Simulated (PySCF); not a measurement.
**Stretching ZnCd**

Set-up: PySCF, scalar-relativistic core potentials, basis sets Zn def2-SVP, Cd def2-SVP with ECP28. Energies in eV from Zn + Cd in their ground configurations at the same level. All curves are PBE0. state 1: ¹Σ⁺ (singlet), closed shell; state 2: triplet, unpaired electrons σ ↑, π ↑, a second solution, started from another occupation.

| R (Å) | state 1 | state 2 |
| --- | --- | --- |
| 2.874 | -0.0131 | 2.6920 |
| 3.008 | -0.0470 | 2.8414 |
| 3.142 | -0.0626 | 2.9894 |
| 3.242 | -0.0671 | 3.0936 |
| 3.342 | -0.0678 | 3.1895 |
| 3.442 | -0.0662 | 3.2760 |
| 3.576 | -0.0620 | 3.3762 |
| 3.743 | -0.0552 | 3.4792 |
| 3.944 | -0.0464 | 3.5746 |
| 4.211 | -0.0353 | 3.6646 |

Q: Put a parabola through the three lowest points of the state 1 curve and estimate Re, k and ωe (reduced mass 40.95 u; 1 eV/Å² = 0.16022 mdyn/Å; ωe = 1302.8·√(k/μ) cm⁻¹).

A: Through R = 3.242, 3.342, 3.442 Å the second-order coefficient is 0.115 eV/Å², so Re ≈ 3.322 Å, k ≈ 0.0369 mdyn/Å and ωe ≈ 39 cm⁻¹. A polynomial fit of higher order to the unrounded PBE0 energies gives Re = 3.317 Å, k = 0.0414 mdyn/Å, ωe = 41.4 cm⁻¹; anharmonicity and rounding make the difference.

The higher-order fit for each curve: state 1: Re = 3.317 Å, ωe = 41.4 cm⁻¹, De = 0.068 eV. State 2 gave no clean fit.

Closed-shell solutions of metal pairs were not tested for spin polarisation, which can lower them a little. The bond is weak. Basis-set superposition, not corrected here, can be much of De in a small basis, most of all at correlated wavefunction levels. Functionals without a dispersion term scatter widely for such bonds, and LDA overbinds them.
